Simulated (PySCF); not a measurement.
## Removing an electron from SbH2(iPr)

Compound: SbH2(iPr), C₃H₉Sb.
Z-matrix (Å and degrees, PBE0-D3(BJ)/def2-SVP geometry), rows numbered from 1:
```
Sb
H   1  1.7187
H   1  1.7186  2   91.25
C   1  2.2048  2   93.44  3    93.61
C   4  1.5206  1  109.94  2  -163.69
C   4  1.5206  1  109.90  2    72.03
H   4  1.1011  1  105.34  2   -45.81
H   5  1.1011  4  112.30  1    58.02
H   5  1.1030  4  111.59  1   -63.02
H   5  1.1043  4  110.63  1   177.92
H   6  1.1043  4  110.64  1  -177.92
H   6  1.1011  4  112.30  1   -58.02
H   6  1.1030  4  111.59  1    63.02
```

Level: B3LYP/def2-SVPD (PySCF). Frontier orbitals with their largest atomic shares (Löwdin; up to four atoms above 4 %):

| orbital | ε (eV) | main atoms |
| --- | --- | --- |
| HOMO−3 | -9.51 | C4 27 %, C6 17 %, C5 17 %, H7 14 % |
| HOMO−2 | -8.94 | Sb1 41 %, H3 24 %, H2 24 % |
| HOMO−1 | -7.92 | Sb1 36 %, C4 19 %, H2 11 %, H3 11 % |
| HOMO | -6.64 | ? |
| LUMO | -0.55 | Sb1 46 %, C4 12 %, H2 9 %, H3 9 % |
| LUMO+1 | -0.12 | Sb1 61 %, H3 13 %, H2 13 % |
| LUMO+2 | 0.26 | Sb1 53 %, C4 10 %, H2 10 %, H3 10 % |

Q: What vertical ionisation energy does ΔSCF give, and how far is −ε(HOMO) from it?

A: ΔSCF: 8.81 eV (850 kJ/mol; threshold wavelength 141 nm); ⟨S²⟩ of the doublet left behind is 0.755, against 0.75 for a pure doublet. −ε(HOMO) is 6.64 eV, 2.17 eV below it. In exact Kohn–Sham theory the two would be equal; B3LYP (global hybrid, 20 % exact exchange) falls short of its own ΔSCF value by 25 %.

Q: On which atoms does the HOMO lie?

A: Sb1 (antimony bonded to C and 2 H) 58 %, C4 (carbon bonded to 2 C, Sb and H) 19 %, H3 (hydrogen on antimony) 6 %, H2 (hydrogen on antimony) 6 %, so more than half of it is on one atom. The HOMO−1 lies 1.28 eV lower.

Q: What kinetic energy would electrons from this vertical process carry with He II light (40.814 eV)?

A: 40.81 − 8.81 = 32.00 eV.

Q: With α = 85.4 au, estimate the like-pair dispersion coefficient by London's formula C6 = (3/4)α²I.

A: I = 0.3239 Eh, so C6 ≈ 1770 au, a rough estimate.

Q: What total energies stand behind the ΔSCF value?

A: E(N) = -359.96837 Eh and E(N − 1) = -359.64449 Eh at the same geometry, 0.32388 Eh apart.

One conformer (not necessarily the lowest) at the PBE0-D3(BJ)/def2-SVP geometry, without solvent, vibrations or thermal averaging. Atoms past krypton carry effective core potentials; spin–orbit coupling is left out.

These values come from a run that also computed excited states and ΔSCF ions. Hardware: one thread, x86-64 server, on a shared host. Cost: 23 s.
